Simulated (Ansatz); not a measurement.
```xyz
2

Sc   -0.0221    0.0389   -0.4744
O    -0.0364   -0.0078    1.1530
```

Basis set: cc-pVDZ (spherical functions). Correlated methods keep 6 orbitals frozen. Charge 0, multiplicity 2.

Computed with Ansatz (development build ahead of 0.2.0); each method stands on the lowest determinant of its kind that the runs found.

The atomization energy at this shape (free ground-state atoms in the same class of orbitals less the molecule, no zero-point energy) of doublet ScO:

```
 method  atomization energy
UHF-MP2             7.37 eV
```

Task: What does UHF give?

Result: 3.03 eV. Caution: a free atom is spin contaminated.
